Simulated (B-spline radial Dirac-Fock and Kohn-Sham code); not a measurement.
L-shell conversion coefficients of W against transition energy

These are calculated numbers from a radial atomic solver; the model is a Dirac-Hartree-Slater potential of the neutral atom with a Latter tail (no hole, which puts coefficients of high multipoles low close above an edge), finite nucleus with surface currents. Subshells within 1 keV of threshold and pair formation are left out.

| energy (keV) | E2 | E3 | M1 | M2 | M4 | M5 |
| --- | --- | --- | --- | --- | --- | --- |
| 13.6 | 41700 | 7.46e+06 | 230 | 86700 | 4.20e+09 | 1.48e+11 |
| 17.7 | 11100 | 1.59e+06 | 105 | 24600 | 5.74e+08 | 2.31e+10 |
| 20 | 6050 | 773000 | 72.8 | 13800 | 2.29e+08 | 9.23e+09 |
| 20.3 | 5610 | 708000 | 69.6 | 12800 | 2.05e+08 | 8.24e+09 |
| 21.6 | 4120 | 491000 | 57.9 | 9560 | 1.29e+08 | 5.13e+09 |
| 32.2 | 565 | 46800 | 17.7 | 1480 | 6.77e+06 | 2.28e+08 |
| 43.1 | 134 | 8440 | 7.46 | 392 | 825000 | 2.31e+07 |
| 50 | 64.7 | 3540 | 4.81 | 201 | 287000 | 7.21e+06 |
| 56.8 | 34.7 | 1680 | 3.31 | 114 | 117000 | 2.67e+06 |
| 64.3 | 19.1 | 818 | 2.30 | 66.4 | 49700 | 1.02e+06 |
| 88.3 | 4.20 | 131 | 0.912 | 17.0 | 5810 | 91300 |
| 95.8 | 2.86 | 82.4 | 0.720 | 12.1 | 3390 | 49600 |
| 100 | 2.34 | 64.6 | 0.636 | 10.1 | 2560 | 36000 |
| 133 | 0.636 | 13.0 | 0.280 | 3.15 | 413 | 4480 |
| 200 | 0.108 | 1.41 | 0.0883 | 0.645 | 35.0 | 262 |
| 500 | 0.00386 | 0.0184 | 0.00732 | 0.0264 | 0.285 | 0.970 |
| 520 | 0.00343 | 0.0157 | 0.00660 | 0.0233 | 0.238 | 0.785 |
| 656 | 0.00177 | 0.00658 | 0.00360 | 0.0113 | 0.0847 | 0.237 |
| 805 | 0.00105 | 0.00331 | 0.00213 | 0.00615 | 0.0363 | 0.0888 |
| 812 | 0.00103 | 0.00322 | 0.00208 | 0.00599 | 0.0351 | 0.0853 |
| 875 | 0.000857 | 0.00255 | 0.00172 | 0.00483 | 0.0261 | 0.0607 |
| 957 | 0.000695 | 0.00195 | 0.00137 | 0.00374 | 0.0185 | 0.0409 |
| 1000 | 0.000629 | 0.00172 | 0.00123 | 0.00330 | 0.0157 | 0.0339 |
| 1430 | 0.000292 | 0.000667 | 0.000502 | 0.00125 | 0.00447 | 0.00814 |
| 1720 | 0.000202 | 0.000430 | 0.000318 | 0.000773 | 0.00247 | 0.00419 |
| 1950 | 0.000158 | 0.000323 | 0.000234 | 0.000562 | 0.00168 | 0.00274 |
| 2000 | 0.000150 | 0.000306 | 0.000220 | 0.000527 | 0.00156 | 0.00252 |
| 2070 | 0.000141 | 0.000283 | 0.000202 | 0.000484 | 0.00141 | 0.00225 |

Q: How fast do they fall between 1950 and 2070 keV?

A: As powers of the energy: E2 E^-1.92, E3 E^-2.21, M1 E^-2.44, M2 E^-2.51, M4 E^-2.98, M5 E^-3.28. Within one type (E or M) the higher multipoles fall faster.
